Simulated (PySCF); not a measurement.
Spectroscopy problems

PySCF calculation with shielding tensors at PBE0/pcSseg-1 (GIAO) and GFN2-xTB geometry; one averaged value for each set of equivalent atoms, relativity neglected, one conformer, in vacuum.

Chemical shifts δ = σref − σ; $^{1}$H (31.72 ppm), $^{13}$C (186.93 ppm) against TMS, all at this level. Splittings of carbon signals by F and P are missing where no couplings were computed. Where no couplings were computed, multiplicities follow the n + 1 count of equivalent neighbours, and m marks all less simple cases (inequivalent or close neighbours, rings, F or P nearby). Acid and N–H amide carbonyl carbons lie up to 10 ppm further downfield in solution (hydrogen bonding). Shifts are as computed. Against solution values, carbons near 30 ppm lie about +3 ppm off and those near 130 ppm about +5 ppm. Of 1211 compounds with measured shifts, 218 miss one by over three times the rms of a fit or turn the order of signals round; such compounds aren't used in these exercises. OH and NH positions are gas-phase values without hydrogen bonding to other molecules.

Q: C2H12OP2Si2. $^{1}$H NMR (400 MHz, computed): δ 5.10 (s, 3H), 1.27 (t, 3H), 1.20 (m, 4H), 0.80 (m, 2H). $^{13}$C{$^{1}$H} NMR (computed): δ 18.6, 10.6. Give a structure.

A: SMILES CC[Si](P)(P)O[SiH3]. 2 carbon signals for 2 carbons: no two carbons are equivalent. Carbon types of the structure: 1 × CH2, 1 × CH3, leaving 7 H on heteroatoms. δC 10.6: methyl carbon; saturated and bonded to C and H only. δH 5.10: hydrogen on a silicon bonded to O. δH 1.27: hydrogen on a methyl carbon. δH 0.80: hydrogen on an sp3 CH2 bonded to Si; an electropositive neighbour shields it, as in TMS itself.

This is the structure that produced the data.

Q: C7H15NO2. $^{1}$H NMR (600 MHz, computed): δ 6.51 (br, 1H), 3.67 (t, 2H), 3.52 (sept, 1H), 3.02 (d, 3H), 2.34 (t, 2H), 1.24 (d, 6H). $^{13}$C{$^{1}$H} NMR (computed): δ 171.8 (C), 76.6 (CH), 69.9 (CH2), 41.0 (CH2), 25.3 (CH3), 23.8 (CH3). What is it?

A: SMILES CC(OCCC(NC)=O)C. The formula gives 1 degree of unsaturation (no ring in the answer). 6 carbon signals for 7 carbons: some carbons are equivalent by symmetry or fast rotation. Carbon types of the structure: 1 × C, 1 × CH, 2 × CH2, 3 × CH3, leaving 1 H on heteroatoms. δC 171.8: amide carbonyl carbon; it is a carbonyl in resonance with an O or N lone pair, the region of acids, esters and amides. δC 76.6: sp3 CH bonded to O; deshielded by the electronegative neighbour. δC 69.9: sp3 CH2 bonded to O; pulled downfield by the heteroatom. δH 3.67: hydrogen on an sp3 CH2 bonded to O; its carbon carries O, hence the downfield position.

This is the structure that produced the data.
